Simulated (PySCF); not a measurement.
Identify the unknown among the candidates.

All candidates are C5H15NSi2.

| technique | computed result |
| --- | --- |
| NMR, other nuclei | isotropic shieldings of nuclei other than C and H, by class: 250 (1 N), 372 (1 Si), 387 (1 Si) ppm [GIAO PBE0/pcSseg-1] |
| 13C NMR | chemical shifts (computed TMS as zero) by class: 162.3 (1 C), 160.3 (1 C), 39.7 (2 C), -5.8 (1 C) ppm [GIAO PBE0/pcSseg-1] |
| Valence photoelectron | vertical ionisation energy: 8.18 eV [ΔSCF CAM-B3LYP/def2-SVPD] |
| Dipole | 0.14 D [CAM-B3LYP/def2-SVPD] |
| Rotational structure | rotational constants A, B, C: 4.062, 0.454, 0.426 GHz [PBE0-D3(BJ)/def2-SVP] |
| XPS | Si2p3/2 106.2, Si2p3/2 106.3, C1s 289.7, C1s 289.8, C1s 290.1, C1s 291.3 (×2), N1s 404.0, Si1s 1846.0, Si1s 1846.2 eV [ΔSCF SCAN, pcX-2 on the ionised atom, pcseg-1 elsewhere, spin-free X2C, 2p3/2 from a spin–orbit splitting computed afterwards within the 2p shell] |

Gas-phase values; electronic properties from PySCF, density fitting. Levels stand in brackets. Geometry: PBE0-D3(BJ)/def2-SVP, one conformer, isolated molecule. NMR values are class means; diastereotopic atoms form classes of their own.

**Question.** Which candidate is it?
A. `C[SiH2]/C=C/[SiH2]N(C)C`
B. `CCC[C@@H]1C[SiH2]N[SiH2]1`
C. `CN[Si@@H]1CC[C@@H](C)[SiH2]1`

**Answer.** A. It is `C[SiH2]/C=C/[SiH2]N(C)C`. Numbering: `[CH3:1][SiH2:2]/[CH:3]=[CH:4]/[SiH2:5][N:6]([CH3:7])[CH3:8]`. Its formula, C5H15NSi2, gives 1 degree of unsaturation: 0 rings and 1 π bond in the structure found. 5 carbons fall into 4 classes; from least to most shielded: alkene CH carbon [C3] (162.3 ppm), alkene CH carbon [C4] (160.3 ppm), N-methyl carbon [C7/C8] (39.7 ppm, 2 C, up to 3.5 ppm apart in this geometry), Si-methyl carbon [C1] (-5.8 ppm). The other shieldings belong to: 250 ppm, silicon-bound nitrogen [N6]; 372 ppm, SiH2 silicon [Si5]; 387 ppm, SiH2 silicon [Si2]. The core levels belong to: Si2p3/2 106.2 eV, SiH2 silicon [Si2]; Si2p3/2 106.3 eV, SiH2 silicon [Si5]; C1s 289.7 eV, alkene CH carbon [C4]; C1s 289.8 eV, alkene CH carbon [C3]; C1s 290.1 eV, Si-methyl carbon [C1]; C1s 291.3 eV, N-methyl carbon [C7/C8]; N1s 404.0 eV, silicon-bound nitrogen [N6]; Si1s 1846.0 eV, SiH2 silicon [Si2]; Si1s 1846.2 eV, SiH2 silicon [Si5]. One atom of each topological class was ionised and stands for its class. The first electron is taken from the HOMO, whose largest Löwdin shares are 0.53 on the silicon-bound nitrogen, 0.09 on an N-methyl carbon, 0.08 on an N-methyl carbon and 0.08 on an SiH2 silicon. The optimised geometry has point group C1 and is an asymmetric top.

The others, at the same levels:
- `CN[Si@@H]1CC[C@@H](C)[SiH2]1` fails: it has 5 carbon classes against 4; its computed 13C shifts are 35.2 (1 C), 34.0 (1 C), 23.9 (1 C), 20.7 (1 C), 17.9 (1 C) ppm, core binding energies are Si2p3/2 105.7, Si2p3/2 105.9, C1s 289.7, C1s 289.8, C1s 290.3, C1s 290.3, C1s 291.4, N1s 404.1, Si1s 1845.3, Si1s 1845.7 eV and vertical ionisation energy is 8.47 eV (against 8.18 eV).
- `CCC[C@@H]1C[SiH2]N[SiH2]1` fails: it has 5 carbon classes against 4; its computed 13C shifts are 37.1 (1 C), 26.1 (1 C), 22.6 (1 C), 16.5 (1 C), 12.8 (1 C) ppm, core binding energies are Si2p3/2 106.4, Si2p3/2 106.5, C1s 289.9, C1s 289.9, C1s 290.3, C1s 290.4, C1s 290.5, N1s 403.8, Si1s 1846.3, Si1s 1846.4 eV and vertical ionisation energy is 9.19 eV (against 8.18 eV).

Each candidate is one conformer, not necessarily the lowest. Dipoles, sizes and rotational constants follow the conformer. The torsions of the flexible species, by atom-mapped SMILES:
- `[CH3:1][SiH2:2]/[CH:3]=[CH:4]/[SiH2:5][N:6]([CH3:7])[CH3:8]`: C1–Si2–C3–C4 -119°, C3–C4–Si5–N6 123°, C4–Si5–N6–C7 150°

The conformers of `CN[Si@@H]1CC[C@@H](C)[SiH2]1` and `CCC[C@@H]1C[SiH2]N[SiH2]1` aren't listed.
